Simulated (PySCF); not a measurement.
**BF₃: fields on a plane**

Computed with wB97X/[B def2-TZVP, F def2-TZVP], no relativity, density fitting, PySCF.

The singlet minimum has B–F 1.316 Å (×3); F–B–F 120.0° (×3).

The plane holds B1 at (0.00, 0.00), F2 at (1.32, 0.00), F3 at (-0.66, 1.14), F4 at (-0.66, -1.14) Å. Columns run from x = -2.55 to 3.75 Å, rows from y = 3.45 (top) to -3.15 Å, in steps of 0.3 Å. Other isomers or separated fragments may lie lower.

**Question.** Give the electron density (e/Å³) (cut at 5 e/Å³). Lower edges of the bins (e/Å³): '_' 0.000, '.' 0.030, ':' 0.076, '-' 0.151, '=' 0.268, '+' 0.455, '*' 0.750, '#' 1.218, '%' 1.960, '@' 3.136; top 5.00, each point printed twice.

**Answer.** 
```
____________________________________________
____________________________________________
____________________________________________
____________________________________________
________....::::..__________________________
______..::==++++--::..______________________
______::==##%%%%**==..______________________
____..--**@@@@@@%%++::......________________
____..--**@@@@@@@@++--::----::..____________
____..--++%%@@@@%%++====++**++--..__________
______..--++######**++##@@@@%%++::..________
______..::--++**@@@@##%%@@@@@@##--..________
______..::--++**@@@@##%%@@@@@@##--..________
______..--++######**++##@@@@%%++::..________
____..--++%%@@@@%%++====++**++--..__________
____..--**@@@@@@@@++--::----::..____________
____..--**@@@@@@%%++::......________________
______::==##%%%%**==..______________________
______..::==++++--::..______________________
________....::::..__________________________
____________________________________________
____________________________________________
____________________________________________
```

**Question.** Give the electron localisation function (set to 0 where the density is under 0.005 e/Å³). Lower edges of the bins: '_' 0.000, '.' 0.093, ':' 0.185, '-' 0.278, '=' 0.371, '+' 0.464, '*' 0.556, '#' 0.649, '%' 0.742, '@' 0.834; top 0.93, each point printed twice.

**Answer.** 
```
____________________________________________
____________________________________________
____________________________________________
__________..........________________________
________::--==++==::..______________________
____..::++##%%%%##++::______________________
____::++##%%@@@@%%**::______________________
__..--**%%@@::##@@##..____..::..____________
__..--##@@@@==::%%**..__--++++==::__________
____::**%%@@%%%%%%++..--##%%%%##==..________
______::++**%%%%--__--##%%@@@@%%++::________
__________..--..@@@@::@@**::%%%%**::________
__________..--..@@@@::@@**::%%%%**::________
______::++**%%%%--__--##%%@@@@%%++::________
____::**%%@@%%%%%%++..--##%%%%##==..________
__..--##@@@@==::%%**..__--++++==::__________
__..--**%%@@::##@@##..____..::..____________
____::++##%%@@@@%%**::______________________
____..::++##%%%%##++::______________________
________::--==++==::..______________________
__________..........________________________
____________________________________________
____________________________________________
```
